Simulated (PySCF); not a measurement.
Below is a simulated gas-phase Si 2p photoelectron spectrum of (OH)3Ti-S-SiH3 (H6O3SSiTi).

Every computed line was given a Gaussian of 0.8 eV full width at half maximum and an area set by the number of equivalent atoms (split 2:1 within a doublet); the highest printed point is 100. Theory: delta-SCF UKS SCAN, pcX-2 on the ionised atom (unc-x2c-TZVPall on a metal), pcseg-1 elsewhere, spin-free X2C (PySCF).

binding energy (eV), intensity and a bar:
```
    105.7          0 
    105.8          1 
    105.9          2 
    106.0          4 #
    106.1          8 ##
    106.2         14 ####
    106.3         24 #######
    106.4         37 ###########
    106.5         53 ################
    106.6         69 #####################
    106.7         84 #########################
    106.8         95 #############################
    106.9        100 ##############################
    107.0         99 ##############################
    107.1         94 ############################
    107.2         86 ##########################
    107.3         78 #######################
    107.4         69 #####################
    107.5         60 ##################
    107.6         51 ###############
    107.7         41 ############
    107.8         31 #########
    107.9         22 #######
    108.0         14 ####
    108.1          9 ###
    108.2          5 #
    108.3          2 #
    108.4          1 
    108.5          1 
    108.6          0
```

**Question.** How many maxima does the curve show, and how many computed lines lie under it?

**Answer.** The curve has 1 maximum (at 106.9 eV). Under it lie 2 lines from 1 inequivalent silicon site, drawn as a 2p3/2, 2p1/2 pair. At this width some lines have no maximum of their own.

**Question.** Decompose the envelope and assign each component. Bonds: Ti1–O2, Ti1–O3, Ti1–O4, Ti1–S5, S5–Si6. Hydrogens: H7 on O2; H8 on O3; H9 on O4; H10, H11, H12 on Si6.

**Answer.** 
```csv
position (eV),relative area,line,atoms,environment
106.86,0.67,Si 2p3/2,Si6,silicon bonded to S and 3 H
107.48,0.33,Si 2p1/2,Si6,silicon bonded to S and 3 H
```

**Question.** What are the centre and the root-mean-square width of the whole band?

**Answer.** The area-weighted mean of the lines is 107.06 eV. Their own spread about it is 0.29 eV (rms) and each Gaussian has σ = 0.8/2.355 = 0.34 eV; the variances add, which gives 0.45 eV.

The curve has no shake-up lines and no vibrational structure. The 2p values add to the ΔSCF energy of one spin-free hole a correction within the shell (spin–orbit coupling, ligand field). 2p1/2 minus 2p3/2 (ligand field included): Si 0.62 eV. Geometry: PBE0-D3(BJ)/def2-SVP; no solvent, vibrations or thermal averaging. Metal 2p energies of this one-determinant scheme are less reliable than its 1s energies.

Hardware: one thread, Arm Neoverse N1 (aarch64), no GPU, shared host with 64 logical CPUs at a one-minute load of 54. Cost: 2.0 min wall, 0.63 GiB resident at most.
